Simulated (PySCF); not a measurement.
Job for PySCF: R-B3LYP/LANL2DZ on HIN2 (a complex), monomers drawn apart or pushed together.

```python
from pyscf import gto, scf, dft, mp
from pyscf.data.elements import chemcore

mol = gto.M(
    atom='''
    N     0.10168156    0.11003442   -1.00507190
    N     0.21013912    0.11946585    0.08007301
    I     0.53461727    0.16279237    4.67909990
    H     0.45015882    0.14655798    3.06623030
    ''',
    basis='lanl2dz',
    ecp={'I': 'lanl2dz'},
    charge=0, spin=0, verbose=3, max_memory=1800)
mf = dft.RKS(mol, xc='b3lyp')
mf.conv_tol = 1e-8
mf.max_cycle = 100
mf.kernel()
if not mf.converged:
    mf = mf.newton().run(mf.mo_coeff, mf.mo_occ)
```

The log:

```
converged SCF energy = -121.453579788573
```

The calculation finished and met its thresholds.

Cost: roughly 1.4 core-seconds.
